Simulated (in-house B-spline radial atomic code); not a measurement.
Ionisation energies along the 57-electron series, configuration [Kr] 4d10 4f9 5s2, as differences of self-consistent energies. Dirac energy differences include first-order Breit, QED and recoil terms. NIST's values go from ground level to ground level; the uncertainty of those that are theory runs from under 0.1 % in few-electron ions to several per cent in heavy many-electron ones. Computed with a B-spline radial code for spherical atoms: Dirac-Hartree-Fock, average of the configuration, finite nuclei.

| ion | configuration after | ionisation energy (eV) | IE/(q+1)² (eV) | Breit and QED recoil part (eV) | tabulated value (eV) | tabulated kind | computed minus tabulated (eV) |
| --- | --- | --- | --- | --- | --- | --- | --- |
| Ho10+ | [Kr] 4d10 4f8 5s2 | 178.70 | 1.4769 | 0.10207 | 197 | tabulated theory | -18.30 |
| Er11+ | [Kr] 4d10 4f8 5s2 | 210.62 | 1.4626 | 0.1096 | 235 | tabulated theory | -24.38 |
| Tm12+ | [Kr] 4d10 4f9 5s1 | 257.88 | 1.5259 | -0.34819 | 274 | tabulated theory | -16.12 |

Where a p, d or f electron is removed, the computed value is a mean over both j, so it misses the tabulated one by a part of the spin-orbit splitting; averaging over terms and missing correlation add to the gap, relatively most at low charge.
